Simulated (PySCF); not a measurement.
CH₅FGaNO, SMILES C[O][Ga]([NH2])[F]. Atoms are numbered in the order given.

```xyz
10

Ga    -0.2173     0.1985     0.2101
F     -1.8896     0.4112     0.6842
O      0.0602    -1.0537    -1.0222
C      1.3318    -1.3796    -1.5298
H      1.2520    -2.3119    -2.1145
H      1.7299    -0.5988    -2.2074
H      2.0870    -1.5520    -0.7374
N      1.0546     1.1648     1.0522
H      0.8108     1.9363     1.6635
H      2.0093     1.2242     0.7174
```
Charge 0, spin multiplicity 1.

Geometry: B3LYP-D3(BJ)/def2-SVP. The structure was generated by enumeration; whether it is a known compound was not checked. The values are those of a single conformer.

These are PySCF with PBE/def2-TZVP values and carry that method's errors.

Isolated molecule, no solvent.

```
Property                                                                                                        Value
---------------------------------------------------------------------------------------------  ----------------------
total energy                                                                                      -2195.39555 hartree
highest occupied level                                                                                       -6.28 eV
lowest empty level                                                                                           -1.73 eV
orbital gap                                                                                                   4.55 eV
dipole moment                                                                                               0.738 e·Å
quadrupole, principal values (traceless, Buckingham form, about the centre of nuclear charge)  -3.61, -0.26, 3.87 D·Å
mean static polarisability                                                                       50.7 bohr³ (7.51 Å³)
polarisability, principal values                                                               40.3, 51.4, 60.4 bohr³
```
